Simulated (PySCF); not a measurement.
## W⁷²⁺ (tungsten, charge +72): Hartree-Fock from Schrödinger to Dirac-Coulomb-Breit

Occupied: 1s1/2. Hartree-Fock calculated with PySCF 2.14 in an uncontracted even-tempered set (16 s from 20 bohr⁻², ratio 2.7; 13 p from 23 bohr⁻², ratio 2.7), Gaussian nucleus throughout. NR is non-relativistic, sf-X2C the spin-free one-electron X2C Hamiltonian, X2C adds the bare one-electron spin-orbit term, X2C-SNSO screens it by Boettger's factors, DC is four-component Dirac-Coulomb, and the Gaunt and Breit terms are added at first order (total energies over the DC spinors, levels after relaxing the spinors in that mean field). QED terms are absent. Levels marked empty are virtual spinors of this ion.

```csv
level (eV),NR,sf-X2C,X2C,X2C-SNSO
1s1/2,-73245.0,-79381.7,-79381.7,-79381.7
2s1/2 (empty),-17829.6,-19712.3,-19712.3,-19712.3
2p1/2 (empty),-17691.5,-18432.2,-19546.9,-19529.0
2p3/2 (empty),-17691.5,-18432.2,-17991.1,-17996.7
3s1/2 (empty),-7867.6,-8529.0,-8529.0,-8529.0
```

Task: Where do the four-component calculations put these levels?

Result: 1s1/2: DC -79462.3, DC+Gaunt -79303.5, DC+Breit -79303.5; 2s1/2 (empty): DC -19721.5, DC+Gaunt -19703.4, DC+Breit -19705.6; 2p1/2 (empty): DC -19525.0, DC+Gaunt -19487.1, DC+Breit -19492.4; 2p3/2 (empty): DC -18002.8, DC+Gaunt -17984.6, DC+Breit -17989.9; 3s1/2 (empty): DC -8531.7, DC+Gaunt -8526.6, DC+Breit -8527.2 (eV).

| Hamiltonian | E (hartree) | E − E(DC) (hartree) | CPU seconds |
| --- | --- | --- | --- |
| NR | -5429.4292 | 463.0064 | 0.28 |
| sf-X2C | -5889.4517 | 2.9838 | 0.14 |
| X2C | -5889.4517 | 2.9838 | 0.14 |
| X2C-SNSO | -5889.4517 | 2.9838 | 0.13 |
| DC | -5892.4356 | 0.0000 | 3.6 |
| DC+Gaunt | -5886.5597 | 5.8759 | 5.5 |
| DC+Breit | -5886.5597 | 5.8759 | 51 |

Weight of the small component: 1s1/2 0.0784, 2s1/2 0.0193, 2p1/2 0.0193, 2p3/2 0.0177, 3s1/2 0.00847.

Koopmans' value for the highest occupied level at DC+Breit: 79303.5 eV, against an ionisation energy of 79181.94 ± 0.19 eV (theoretical estimate listed by NIST; NIST Atomic Spectra Database, ionization energies); the former lacks relaxation, correlation, QED and recoil.

The whole ladder took 62 s of wall time on 1 thread of Intel(R) Xeon(R) Platinum 8375C CPU @ 2.90GHz (shared host), launched as `OMP_NUM_THREADS=1 python relrun2.py TASK.json OUT` (a driver that calls PySCF for each Hamiltonian).
